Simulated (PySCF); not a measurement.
PySCF input file for C3H10OSi, SMILES C[Si](C)(C)O, TDA-LC-ωPBE/def2-SVPD. Geometry optimised at r2SCAN-D4/def2-SVP. The isomer is the one that the SMILES or the coordinates give; other isomers of the formula were not compared. Other conformers were not sampled.

```python
import numpy as np
from pyscf import gto, scf, dft, tdscf

mol = gto.M(
    atom='''
    C     0.91858480   -0.53616202   -1.53439235
    Si   -0.00534055    0.03264899   -0.00000000
    C    -1.75705689   -0.61412793    0.00000000
    C     0.91858481   -0.53616202    1.53439235
    O    -0.16945937    1.70640033    0.00000000
    H     0.99439813   -1.63613750   -1.56955795
    H     1.94697772   -0.13801619   -1.56636358
    H     0.40459467   -0.20628131   -2.45209795
    H    -2.30506650   -0.26317093    0.88932133
    H    -1.78192324   -1.71608309    0.00000000
    H    -2.30506651   -0.26317094   -0.88932132
    H     0.99439813   -1.63613749    1.56955796
    H     1.94697772   -0.13801619    1.56636357
    H     0.40459467   -0.20628131    2.45209794
    H     0.64988153    2.21371826   -0.00000001
    ''',
    basis='def2-SVPD',
    charge=0,
    spin=0,
    symmetry=True,
    max_memory=1600,
    verbose=4,
)
mf = dft.RKS(mol, xc='lc_wpbe').density_fit(auxbasis='def2-universal-jkfit')
mf.grids.level = 3
mf.conv_tol = 1e-9
mf.max_cycle = 100
mf.kernel()
mf.grids = dft.Grids(mol).set(level=1).build(with_non0tab=True)  # coarser grid for the response kernel
td = tdscf.TDA(mf)
td.singlet = True
td.nstates = 10
td.conv_tol = 1e-4
td.kernel(x0=td.get_init_guess(mf, 15))
td.analyze()
tt = tdscf.TDA(mf)
tt.singlet = False
tt.nstates = 4
tt.conv_tol = 1e-4
tt.kernel(x0=tt.get_init_guess(mf, 9))
tt.analyze(verbose=3)
```

Output:

```
PySCF version 2.14.0

[INPUT] verbose = 4
[INPUT] num. atoms = 15
[INPUT] num. electrons = 50
[INPUT] charge = 0
[INPUT] spin (= nelec alpha-beta = 2S) = 0
[INPUT] symmetry True subgroup None
[INPUT] Mole.unit = angstrom
[INPUT] Symbol           X                Y                Z      unit          X                Y                Z       unit  Magmom
[INPUT]  1 C      0.918584800000  -0.536162020000  -1.534392350000 AA    1.735873694188  -1.013199376194  -2.899581309128 Bohr   0.0
[INPUT]  2 Si    -0.005340550000   0.032648990000   0.000000000000 AA   -0.010092176855   0.061697649344   0.000000000000 Bohr   0.0
[INPUT]  3 C     -1.757056890000  -0.614127930000   0.000000000000 AA   -3.320356307380  -1.160533593146   0.000000000000 Bohr   0.0
[INPUT]  4 C      0.918584810000  -0.536162020000   1.534392350000 AA    1.735873713086  -1.013199376194   2.899581309128 Bohr   0.0
[INPUT]  5 O     -0.169459370000   1.706400330000   0.000000000000 AA   -0.320231798541   3.224629282567   0.000000000000 Bohr   0.0
[INPUT]  6 H      0.994398130000  -1.636137500000  -1.569557950000 AA    1.879140124480  -3.091851777131  -2.966034662134 Bohr   0.0
[INPUT]  7 H      1.946977720000  -0.138016190000  -1.566363580000 AA    3.679254661430  -0.260812799856  -2.959998177693 Bohr   0.0
[INPUT]  8 H      0.404594670000  -0.206281310000  -2.452097950000 AA    0.764573117759  -0.389815180517  -4.633793556107 Bohr   0.0
[INPUT]  9 H     -2.305066500000  -0.263170930000   0.889321330000 AA   -4.355944383910  -0.497320981647   1.680573750434 Bohr   0.0
[INPUT] 10 H     -1.781923240000  -1.716083090000   0.000000000000 AA   -3.367346898598  -3.242927047097   0.000000000000 Bohr   0.0
[INPUT] 11 H     -2.305066510000  -0.263170940000  -0.889321320000 AA   -4.355944402807  -0.497321000544  -1.680573731537 Bohr   0.0
[INPUT] 12 H      0.994398130000  -1.636137490000   1.569557960000 AA    1.879140124480  -3.091851758233   2.966034681031 Bohr   0.0
[INPUT] 13 H      1.946977720000  -0.138016190000   1.566363570000 AA    3.679254661430  -0.260812799856   2.959998158796 Bohr   0.0
[INPUT] 14 H      0.404594670000  -0.206281310000   2.452097940000 AA    0.764573117759  -0.389815180517   4.633793537210 Bohr   0.0
[INPUT] 15 H      0.649881530000   2.213718260000  -0.000000010000 AA    1.228098105113   4.183321228349  -0.000000018897 Bohr   0.0

nuclear repulsion = 249.715016798059
point group symmetry = Cs
symmetry origin: [-7.55890519e-10 -3.77945195e-10 -3.77945207e-10]
symmetry axis x: [ 1.00000000e+00 -1.30482831e-08  4.46169528e-08]
symmetry axis y: [-1.30482831e-08 -1.00000000e+00 -1.42209755e-09]
symmetry axis z: [-4.46169528e-08 -1.42209682e-09  1.00000000e+00]
num. orbitals of irrep A' = 111
num. orbitals of irrep A" = 76
number of shells = 83
number of NR pGTOs = 265
number of NR cGTOs = 187
basis = def2-SVPD
ecp = {}


******** <class 'pyscf.df.df_jk.DFSymAdaptedRKS'> ********
method = DFSymAdaptedRKS
initial guess = minao
damping factor = 0
level_shift factor = 0
DIIS = <class 'pyscf.scf.diis.CDIIS'>
diis_start_cycle = 1
diis_space = 8
diis_damp = 0
SCF conv_tol = 1e-09
SCF conv_tol_grad = None
SCF max_cycles = 100
direct_scf = False
XC library pyscf.dft.libxc version 7.1.2
    S. Lehtola, C. Steigemann, M. J. T. Oliveira, and M. A. L. Marques,  SoftwareX 7, 1–5 (2018)
XC functionals = lc_wpbe
    O. A. Vydrov and G. E. Scuseria,  J. Chem. Phys. 125, 234109 (2006)
radial grids:
    Treutler-Ahlrichs [JCP 102, 346 (1995); DOI:10.1063/1.469408] (M4) radial grids

becke partition: Becke, JCP 88, 2547 (1988); DOI:10.1063/1.454033
pruning grids: <function nwchem_prune>
grids dens level: 3
symmetrized grids: True
atomic radii adjust function: <function treutler_atomic_radii_adjust>
small_rho_cutoff = 0
Freeze 0 electrons in irreps []
    50 free electrons in irreps A' A"
Set gradient conv threshold to 3.16228e-05
Initial guess from minao.
tot grids = 173696
Create RSH-DF object <pyscf.df.df.DF object> for omega=0.4
******** <class 'pyscf.df.df.DF'> ********
auxbasis = auxmol.basis = def2-universal-jkfit
init E= -484.879760899419
HOMO (A") = -0.347991571836539  LUMO (A') = 0.0173600971484071  gap/eV = 9.94173
cycle= 1 E= -484.624491907656  delta_E= 0.255  |g|= 0.666  |ddm|= 4.58
HOMO (A") = -0.281119584237897  LUMO (A') = 0.0745770308284497  gap/eV = 9.67900
cycle= 2 E= -484.629300022308  delta_E= -0.00481  |g|= 0.699  |ddm|= 1.37
HOMO (A") = -0.395105005376571  LUMO (A') = 0.0694989370373378  gap/eV = 12.64252
cycle= 3 E= -484.716401111251  delta_E= -0.0871  |g|= 0.0582  |ddm|= 0.62
HOMO (A") = -0.398481666223757  LUMO (A') = 0.0704737877380111  gap/eV = 12.76093
cycle= 4 E= -484.717193947911  delta_E= -0.000793  |g|= 0.0209  |ddm|= 0.12
HOMO (A") = -0.395830014486064  LUMO (A') = 0.0710224281764567  gap/eV = 12.70370
cycle= 5 E= -484.717318263959  delta_E= -0.000124  |g|= 0.00348  |ddm|= 0.0446
HOMO (A") = -0.396458843163888  LUMO (A') = 0.0708848876069457  gap/eV = 12.71707
cycle= 6 E= -484.717322283262  delta_E= -4.02e-06  |g|= 0.000506  |ddm|= 0.00992
HOMO (A") = -0.396420333899556  LUMO (A') = 0.0708976943084014  gap/eV = 12.71637
cycle= 7 E= -484.7173224555  delta_E= -1.72e-07  |g|= 0.000113  |ddm|= 0.00267
HOMO (A") = -0.396445294596616  LUMO (A') = 0.0708913887667753  gap/eV = 12.71688
cycle= 8 E= -484.717322462671  delta_E= -7.17e-09  |g|= 3.22e-05  |ddm|= 0.000427
HOMO (A") = -0.396439814925921  LUMO (A') = 0.0708925080646852  gap/eV = 12.71676
cycle= 9 E= -484.717322463137  delta_E= -4.67e-10  |g|= 8.53e-06  |ddm|= 9.76e-05
HOMO (A") = -0.396442001722585  LUMO (A') = 0.0708922247025052  gap/eV = 12.71681
Extra cycle  E= -484.717322463154  delta_E= -1.69e-11  |g|= 5.35e-06  |ddm|= 2.52e-05
converged SCF energy = -484.717322463154
tot grids = 51856


******** <class 'pyscf.tdscf.rks.TDA'> for <class 'pyscf.df.df_jk.DFSymAdaptedRKS'> ********
nstates = 10 singlet
deg_eia_thresh = 1.000e-03
wfnsym = None
conv_tol = 0.0001
eigh lindep = 1e-12
eigh level_shift = 0
eigh max_cycle = 100


Excitation energies (eV)
[ 7.84019922  8.61893709  8.84065521  9.15223756  9.4837058   9.70372413
  9.76085931  9.79699247 10.06427206 10.06734037]

** Singlet excitation energies and oscillator strengths **
Excited State   1:   A"      7.84020 eV    158.14 nm  f=0.0470
      23 -> 26       -0.17588
      23 -> 27        0.14027
      25 -> 26       -0.59246
      25 -> 27        0.22534
Excited State   2:   A'      8.61894 eV    143.85 nm  f=0.0762
      22 -> 26        0.18658
      22 -> 27       -0.14307
      24 -> 26       -0.61971
      25 -> 28        0.11797
Excited State   3:   A"      8.84066 eV    140.24 nm  f=0.0543
      23 -> 26       -0.29524
      24 -> 28       -0.13801
      25 -> 26        0.29860
      25 -> 27        0.43941
      25 -> 29        0.23664
      25 -> 33        0.10852
Excited State   4:   A'      9.15224 eV    135.47 nm  f=0.0662
      22 -> 26       -0.30821
      24 -> 26       -0.14240
      24 -> 27       -0.51590
      24 -> 33       -0.10439
      24 -> 35        0.12487
      25 -> 28        0.16807
Excited State   5:   A"      9.48371 eV    130.73 nm  f=0.0071
      23 -> 26       -0.36186
      23 -> 27        0.20784
      25 -> 27       -0.24419
      25 -> 29        0.14910
      25 -> 30       -0.14232
      25 -> 33       -0.17451
      25 -> 34        0.18074
      25 -> 35        0.31958
      25 -> 45        0.11654
Excited State   6:   A'      9.70372 eV    127.77 nm  f=0.0460
      22 -> 26       -0.27081
      24 -> 26       -0.12804
      24 -> 29        0.27315
      24 -> 35       -0.14093
      25 -> 28       -0.50374
Excited State   7:   A"      9.76086 eV    127.02 nm  f=0.0016
      25 -> 27        0.20972
      25 -> 29       -0.49015
      25 -> 30       -0.27131
      25 -> 31        0.14061
      25 -> 35        0.15128
      25 -> 40       -0.17139
Excited State   8:   A'      9.79699 eV    126.55 nm  f=0.0319
      22 -> 26       -0.33673
      22 -> 27        0.24142
      24 -> 27        0.26649
      24 -> 30        0.13200
      24 -> 33        0.13555
      24 -> 34       -0.10707
      24 -> 35       -0.26085
      25 -> 28        0.26220
Excited State   9:   A'     10.06427 eV    123.19 nm  f=0.0048
      22 -> 26       -0.10689
      24 -> 26       -0.17641
      24 -> 29       -0.53292
      24 -> 33       -0.11829
      24 -> 35        0.12470
      24 -> 40       -0.12952
      25 -> 28       -0.24026
Excited State  10:   A"     10.06734 eV    123.15 nm  f=0.0254
      23 -> 26       -0.22667
      24 -> 28       -0.12472
      24 -> 32        0.12307
      24 -> 41       -0.12153
      25 -> 27       -0.17014
      25 -> 29       -0.21180
      25 -> 30        0.33574
      25 -> 31       -0.23440
      25 -> 33        0.15834
      25 -> 40       -0.21881

** Transition electric dipole moments (AU) **
state          X           Y           Z        Dip. S.      Osc.
  1        -0.0000      0.0000     -0.4948      0.2448      0.0470
  2        -0.5627      0.2104     -0.0000      0.3609      0.0762
  3         0.0000     -0.0000      0.5005      0.2505      0.0543
  4        -0.4796     -0.2555     -0.0000      0.2953      0.0662
  5         0.0000      0.0000     -0.1749      0.0306      0.0071
  6         0.1634     -0.4085      0.0000      0.1936      0.0460
  7        -0.0000      0.0000     -0.0813      0.0066      0.0016
  8         0.3265     -0.1626     -0.0000      0.1331      0.0319
  9         0.1336     -0.0392      0.0000      0.0194      0.0048
 10         0.0000      0.0000     -0.3210      0.1031      0.0254

** Transition velocity dipole moments (imaginary part, AU) **
state          X           Y           Z        Dip. S.      Osc.
  1         0.0000      0.0000     -0.1627      0.0265      0.0612
  2        -0.1919      0.0688     -0.0000      0.0416      0.0875
  3        -0.0000      0.0000      0.1646      0.0271      0.0556
  4        -0.1654     -0.0862      0.0000      0.0348      0.0689
  5         0.0000      0.0000     -0.0388      0.0015      0.0029
  6         0.0337     -0.1448      0.0000      0.0221      0.0413
  7        -0.0000      0.0000     -0.0151      0.0002      0.0004
  8         0.0859     -0.0629     -0.0000      0.0113      0.0210
  9         0.0506     -0.0107      0.0000      0.0027      0.0048
 10         0.0000      0.0000     -0.0967      0.0094      0.0169

** Transition magnetic dipole moments (imaginary part, AU) **
state          X           Y           Z
  1         0.8819     -0.1245      0.0000
  2         0.0000      0.0000     -0.6829
  3         0.5820      0.0059      0.0000
  4        -0.0000     -0.0000      0.8938
  5        -0.2772      0.3822     -0.0000
  6        -0.0000      0.0000     -0.1105
  7        -0.5540     -0.6140     -0.0000
  8        -0.0000      0.0000     -0.1943
  9         0.0000      0.0000      0.5603
 10         0.4690     -1.0084     -0.0000


******** <class 'pyscf.tdscf.rks.TDA'> for <class 'pyscf.df.df_jk.DFSymAdaptedRKS'> ********
nstates = 4 triplet
deg_eia_thresh = 1.000e-03
wfnsym = None
conv_tol = 0.0001
eigh lindep = 1e-12
eigh level_shift = 0
eigh max_cycle = 100


Excitation energies (eV)
[7.46621255 8.29135271 8.51563498 8.76269724]

** Triplet excitation energies and oscillator strengths **
Excited State   1:   A"      7.46621 eV    166.06 nm  f=0.0000
Excited State   2:   A'      8.29135 eV    149.53 nm  f=0.0000
Excited State   3:   A"      8.51563 eV    145.60 nm  f=0.0000
Excited State   4:   A'      8.76270 eV    141.49 nm  f=0.0000
```

Self-consistency was reached.
